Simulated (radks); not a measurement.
The mean radii <r> (bohr) of the occupied orbitals of an atom or ion are listed with their occupations. All-electron calculation, scalar-relativistic Kohn-Sham, exchange-only LDA, spin-polarised, spherical densities, point nucleus. Program: a radial shooting solver on a logarithmic mesh with Libxc functionals.

| orbital | occ. | <r> |
|---|---|---|
| 1s down | 1 | 0.01774 |
| 1s up | 1 | 0.01774 |
| 2s up | 1 | 0.07493 |
| 2s down | 1 | 0.07493 |
| 2p up | 3 | 0.06730 |
| 2p down | 3 | 0.06730 |
| 3s up | 1 | 0.1940 |
| 3s down | 1 | 0.1940 |
| 3p up | 3 | 0.1947 |
| 3p down | 3 | 0.1947 |
| 3d up | 5 | 0.1763 |
| 3d down | 5 | 0.1763 |
| 4s up | 1 | 0.4321 |
| 4s down | 1 | 0.4321 |
| 4p up | 3 | 0.4598 |
| 4p down | 3 | 0.4597 |
| 4d up | 5 | 0.4895 |
| 4d down | 5 | 0.4892 |
| 5s up | 1 | 1.008 |
| 5s down | 1 | 1.002 |
| 4f up | 7 | 0.5585 |
| 5p up | 3 | 1.173 |
| 4f down | 7 | 0.5553 |
| 5p down | 3 | 1.163 |
| 5d up | 5 | 1.710 |
| 5d down | 1 | 1.722 |
| 5f up | 1 | 8.393 |

Name the element and its charge. Open shells, if any, are filled with parallel spins first.

Answer. Z = 76, osmium, charge +1: Os+ in [Xe] 4f14 5d6 5f1. The 1s radius gives Z: for a bare nucleus <r> = (2 gamma + 1)/(2Z) with gamma = sqrt(1 - (Z/c)^2), 0.01753 bohr for Z = 76, and screening makes it slightly larger (0.01774 here). The occupations add up to 75, and the charge is Z minus that.
